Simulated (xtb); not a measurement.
Ta(NH)(Cl)2(Me) (CH4Cl2NTa), SMILES [NH]=[Ta]([CH3])([Cl])[Cl], multiplicity 1. All values are semi-empirical tight-binding results from xtb (GFN2-xTB unless named), good for trends rather than for accurate numbers. Coordinates come from a GFN2-xTB optimisation. The spin state was assumed, not searched. The structure was generated by enumeration; whether it is a known compound was not checked.

For metal compounds this method's bond lengths and energies can be far off.

| Quantity | Result |
|---|---|
| orbital gap | 2.24 eV |
| zero-point energy | 31.1 kcal/mol |
| G − E(el) at 298.15 K (modified RRHO) | 8.1 kcal/mol |
